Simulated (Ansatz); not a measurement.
Isolated molecules relaxed with PBE0-D4/def2-TZVP in Ansatz; ΔE leaves out vibrations. CCSD(T)/CBS is the MP2 limit (def2-TZVPP, def2-QZVPP) plus CCSD(T) − MP2 in def2-TZVPP, frozen cores. DFT in def2-TZVPP. def2 core potentials past Kr. For Sn outer-core shells are correlated without core-valence functions, which leaves a few kJ/mol of doubt a bond. One conformer a species, not always the lowest.

`[SiH3]C[O][SnH3]` + `BO[SiH2]SC` → `BO[SiH2]S[SiH3]` + `CC[O][SnH3]`  (redistribution)

`[SiH3]C[O][SnH3]`:

Cartesian coordinates in Å:
```
Si 0.343 -2.190 0.134
C 0.530 -0.313 0.244
O -0.637 0.270 -0.295
Sn -0.791 2.237 -0.343
H 1.559 -2.845 0.695
H -0.845 -2.631 0.909
H 0.184 -2.604 -1.284
H 1.439 -0.008 -0.299
H 0.691 -0.028 1.297
H -2.310 2.515 -1.049
H -0.678 2.783 1.272
H 0.515 2.814 -1.281
```

`BO[SiH2]SC`:

Cartesian coordinates in Å:
```
B 0.995 -0.941 1.694
O -0.164 -0.257 1.631
Si -0.589 1.070 0.728
S -1.686 0.540 -0.993
C -0.370 -0.277 -1.944
H 1.942 -0.584 1.040
H 1.047 -1.901 2.409
H -1.479 1.909 1.557
H 0.665 1.767 0.340
H -0.780 -0.483 -2.932
H -0.079 -1.219 -1.481
H 0.498 0.373 -2.049
```

`BO[SiH2]S[SiH3]`:

Z-matrix (Å, degrees):
```
Si
O 1 1.649
S 1 2.124 2 113.8
H 1 1.481 2 106.5 3 -121.8
H 1 1.478 2 107.4 3 118.0
B 2 1.347 1 137.3 3 5.9
Si 3 2.143 1 97.2 2 -79.0
H 6 1.199 2 117.6 1 179.2
H 6 1.201 2 120.4 1 -0.8
H 7 1.482 3 107.0 1 154.7
H 7 1.485 3 110.1 1 35.1
H 7 1.484 3 110.6 1 -85.5
```

`CC[O][SnH3]`:

Cartesian coordinates in Å:
```
C -0.639 -1.801 -0.649
C -0.598 -0.414 -0.053
O 0.721 0.075 -0.116
Sn 1.105 1.873 0.582
H 0.024 -2.471 -0.097
H -1.654 -2.208 -0.612
H -0.311 -1.777 -1.690
H -0.956 -0.450 0.988
H -1.290 0.243 -0.604
H 0.160 2.983 -0.311
H 2.774 2.060 0.331
H 0.664 1.887 2.233
```

Task: Is it downhill or uphill in electronic energy at CCSD(T)/CBS, and by how much? (Estimate.)

Result: The calculation gave: Downhill: ΔE = -104.3 kJ/mol.

Task: What do these levels give: ωB97M-V, B2PLYP, r2SCAN, CCSD(T)/def2-TZVPP, HF/def2-QZVPP, MP2/def2-QZVPP? (Estimate.)

Result: Ansatz gave: ωB97M-V -101.9, B2PLYP -100.1, r2SCAN -104.3, CCSD(T)/def2-TZVPP -103.1, HF/def2-QZVPP -106.0, MP2/def2-QZVPP -107.9 kJ/mol.

Largest T1 diagnostic among the species: 0.014.

From PBE to PBE0 (25 % exact exchange), in def2-TZVPP and without D4, ΔE moves by −5.9 kJ/mol.
